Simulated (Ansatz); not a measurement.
Stepwise reaction of `[OH][Ga]([F])[F]` with water, as a gas-phase model of exchange steps in deposition or etching. ΔE in kJ/mol; ΔG adds harmonic PBE0-D4 terms to CCSD(T)/CBS, at 1 bar.

Gas-phase electronic energies from Ansatz, PBE0-D4/def2-TZVP geometries. CCSD(T)/CBS adds triple-zeta CCSD(T) − MP2 to the extrapolated MP2 energy (def2 sets, frozen cores). This one scheme is used for every species. DFT in def2-TZVPP. B3LYP here is the variant with VWN-RPA as its local correlation; programs differ in this. For Ga outer-core shells are correlated without core-valence functions, which leaves a few kJ/mol of doubt a bond. Scalar relativity is left out up to krypton. Each species was taken in one conformer, which may not be the lowest.

```tsv
step	reaction	PBE-D4	B3LYP-D4	ωB97M-V	CCSD(T)/CBS	ΔG(600 K)
1	`[OH][Ga]([F])[F]` + H₂O → `[OH][Ga]([OH])[F]` + H–F	20.1	21.7	21.9	16.3	19.7
2	`[OH][Ga]([OH])[F]` + H₂O → `[OH][Ga]([OH])[OH]` + H–F	25.0	26.4	26.3	20.2	28.8
```

(1) By hand: ΔE of the 2 steps together at CCSD(T)/CBS.

Answers

(1) (16.3) + (20.2) = 36.5 kJ/mol, or 18.2 kJ/mol a step.

In ΔE the steps differ by no more than 3.9 kJ/mol. All are uphill at CCSD(T)/CBS. ΔG lies between 19.7 and 28.8 kJ/mol a step. PBE-D4 differs from CCSD(T)/CBS by 3.8 to 4.8 kJ/mol a step. Isolated molecules leave out the surface, adducts and barriers. Largest T1 diagnostic: 0.015.
